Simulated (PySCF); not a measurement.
Isomers of C5H9Cl2NSi, one GFN2-xTB conformer each. Single-point energies are computed at PBE0/pcSseg-1 (PySCF, gas phase, no added dispersion term), electronic only.

Question: Rank them by PBE0/pcSseg-1 energy, lowest first (kJ/mol).
A. `[CH3:1][CH2:2][Si@@H:3]([C:4]#[N:5])[CH2:6][CH:7]([Cl:8])[Cl:9]` with C1–C2–Si3–C4 -175°, C2–Si3–C6–C7 -156°, Si3–C6–C7–Cl8 -57°
B. `[N:1]#[C:2][CH2:3][C@H:4]([CH2:5][Cl:6])[SiH2:7][CH2:8][Cl:9]` with C2–C3–C4–C5 -60°, C3–C4–C5–Cl6 -173°, C3–C4–Si7–C8 -37°, C4–Si7–C8–Cl9 74°
C. `[H]/[N:6]=[CH:5]/[C:3](=[C:2](\[CH3:1])[CH:7]([Cl:8])[Cl:9])[SiH3:4]` with C2–C3–C5–N6 172°, C1–C2–C7–Cl8 -121°

Answer: A (0.0), B (61.5), C (163.7).

As drawn, the lowest has a C≡N group, which the highest lacks; the highest has a C=N bond, an N–H bond and a C=C bond outside aromatic rings, which the lowest lacks. GFN2-xTB itself gives, in the same order: 32.4, 0.0, 21.8. GFN2-xTB puts N#CC[C@H](CCl)[SiH2]CCl lowest instead; measured from each level's own lowest isomer, the values differ by up to 141.9 kJ/mol ([H]/N=C/C([SiH3])=C(\C)C(Cl)Cl: 21.8 against 163.7).

Q: Which frontier levels, dipoles and rotational constants go with these structures?

A: 
```
                        SMILES  HOMO (eV, PBE0/pcSseg-1)  LUMO (eV)  dipole (D)       A, B, C (MHz)
        CC[Si@@H](C#N)CC(Cl)Cl                     -8.71      -0.56        4.54  1240, 566.4, 472.7
       N#CC[C@H](CCl)[SiH2]CCl                     -8.38       0.01        3.24  1030, 651.0, 424.3
[H]/N=C/C([SiH3])=C(\C)C(Cl)Cl                     -7.53      -1.92        4.48  1292, 717.8, 639.8
```
